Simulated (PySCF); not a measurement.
## Two-dimensional NMR puzzle

Compound of formula C2H7F3OSi2. Correlations simulated from computed shifts and the bond graph:

HSQC (one-bond C–H):
```
  δH    δC
3.94  56.4
```

COSY cross peaks (H two or three bonds apart, from the bond graph; peaks can be absent where the dihedral angle is near 90°):
```
  δH    δH
5.32  3.47
```

HMBC (two and three bonds, from the bond graph):
```
  δH           δC
5.32  140.2, 56.4
3.47        140.2
```

Carbons without hydrogens: δ 140.2.

Calculated, not measured (PySCF): geometry from GFN2-xTB, GIAO PBE0/pcSseg-1 shieldings. No solvent, equivalent nuclei averaged, one conformer, relativity neglected.

δ = σ(ref) − σ, references computed at the same level: ¹H (31.72 ppm) and ¹³C (186.93 ppm) vs TMS.

Exchangeable hydrogens are left out of these lists.

Task: Work out the connectivity.

Result: `CO[Si@@H]([SiH3])C(F)(F)F`.

Atoms are numbered as in `[CH3:1][O:2][Si@@H:3]([SiH3:4])[C:5]([F:6])([F:7])[F:8]`; H(Xn) means a hydrogen on atom n.

1. δC 140.2 is C5, a CF3 carbon.
2. δC 56.4 is C1, a methyl carbon bonded to O (δH 3.94).
3. HMBC from δH 5.32 reaches the proton-free carbon C5.
4. HMBC from δH 3.47 reaches the proton-free carbon C5.
5. COSY links 5.32–3.47.

The shifts were computed for this structure.

Shifts are as computed. Against solution values, carbons near 30 ppm lie about +3 ppm off and those near 130 ppm about +5 ppm. Of 1211 compounds with measured shifts, 218 miss one by over three times the rms of a fit or turn the order of signals round; such compounds aren't used in these exercises.
